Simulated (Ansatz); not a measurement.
Start from `ClC(Cl)Br` and change one atom or group to get `FC(Cl)Br`.

Ansatz, PBE0-D4/def2-TZVP geometries, multiplicity 1. 

Scalar relativity is left out up to krypton. Spin–orbit coupling is left out; it splits and shifts lone-pair levels of the heavy atoms by tenths of an eV.

```csv
property,`ClC(Cl)Br`
HOMO–LUMO gap (PBE/def2-TZVPP) / eV,4.82
HOMO energy (B3LYP/def2-TZVPP) / eV,-8.18
zero-point energy (PBE0-D4/def2-TZVP) / kJ/mol,51.0
HOMO–LUMO gap (PBE0/def2-TZVPP) / eV,7.18
size of the dipole moment (B3LYP/def2-TZVPP) / D,1.01
HOMO–LUMO gap (ωB97M-V/def2-TZVPP) / eV,11.58
```

(1) What does the change do to each property? (An estimate is asked.)

Answers

(1) Ansatz gave: 
```tsv
property	`FC(Cl)Br`	shift
HOMO–LUMO gap (PBE/def2-TZVPP) / eV	5.32	0.50
HOMO energy (B3LYP/def2-TZVPP) / eV	-8.34	-0.16
zero-point energy (PBE0-D4/def2-TZVP) / kJ/mol	55.4	4.4
HOMO–LUMO gap (PBE0/def2-TZVPP) / eV	7.68	0.50
size of the dipole moment (B3LYP/def2-TZVPP) / D	1.20	0.19
HOMO–LUMO gap (ωB97M-V/def2-TZVPP) / eV	12.07	0.49
```

With PBE0 the HOMO falls by 0.15 eV and the LUMO rises by 0.35 eV, so the gap widens by about 0.50 eV. PBE moves the HOMO by -0.15 eV and ωB97M-V by -0.16 eV. Dipoles are sizes alone; their direction can turn.

B3LYP here is the variant with VWN-RPA as its local correlation; programs differ in this.
